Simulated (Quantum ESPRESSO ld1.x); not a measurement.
Results of a calculation; reference values are marked as such.
Question: K, 19 electrons, occupied as [Ar] 4s1. Level of theory: scalar-relativistic Kohn-Sham, relativistic LDA (MacDonald-Vosko exchange, VWN5 correlation), spin-unpolarised, spherical densities, point nucleus (ld1.x of Quantum ESPRESSO 7.5). Some entries of the table are withheld. Estimate them.

orbital  occ.  eigenvalue (hartree)  <1/r> (bohr^-1)  r(max) (bohr)
1s          2              -128.794            18.65          0.053
2s          2                   (1)              (2)          0.318
2p          6              -10.2849            3.695            (3)
3s          2              -1.29167            1.101           1.07
3p          6              -0.69254           0.9574            (4)
4s          1              -0.08912           0.2624            (5)

Answer: 
(1) 2s eigenvalue (hartree): -12.9279
(2) 2s <1/r> (bohr^-1): 3.784
(3) 2p r(max) (bohr): 0.263
(4) 3p r(max) (bohr): 1.15
(5) 4s r(max) (bohr): 4.02
